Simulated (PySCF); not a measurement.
**Electron correlation in Hf²⁺ (hafnium, charge +2)**

[Xe] 4f14 5d1 6p1, one real determinant (an excited configuration). Calculation: PySCF 2.14, in aug-cc-pwCVDZ-PP with ECP60MDF; scalar relativity through the core potential. Frozen: 5s2 5p6; 2 electrons correlated.

Total MP2 correlation energy: -3.04 mhartree.

Same-spin part -3.04 and opposite-spin part 0.00 mhartree; SCS-MP2 scales them by 1/3 and 6/5 to -1.01 mhartree.

The reference is one real determinant that mixes LS terms of this configuration.
